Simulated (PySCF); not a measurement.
Br₃In, charge -1, multiplicity 2. Atoms are numbered in the order given.

```xyz
4

In     0.0000     0.0000    -0.6192
Br     2.1422     1.2368     0.2890
Br    -2.1422     1.2368     0.2890
Br     0.0000    -2.4736     0.2890
```
Charge -1, spin multiplicity 2.

Geometry optimised at PBE0-D3(BJ)/def2-SVPD. The def2 effective core potentials stand for the cores of In; spin–orbit coupling is left out.

Method: B3LYP/def2-SVPD (PySCF).

Mulliken values depend strongly on the basis, most of all with diffuse functions as here. ESP charges are fitted to the potential on shells at 1.4 to 2.0 van der Waals radii. Atomic charges (e):

```
atom  Mulliken  ESP fit  Mulliken spin
----  --------  -------  -------------
In1       0.78        ?           0.63
Br2      -0.59        ?           0.12
Br3      -0.59        ?           0.12
Br4      -0.59        ?           0.12
```

Problem. What belongs in the gaps? (Estimate from the structure and the level; the computed values follow.)

Solution. 
- In1, ESP fit: 0.26
- Br2, ESP fit: -0.42
- Br3, ESP fit: -0.42
- Br4, ESP fit: -0.42
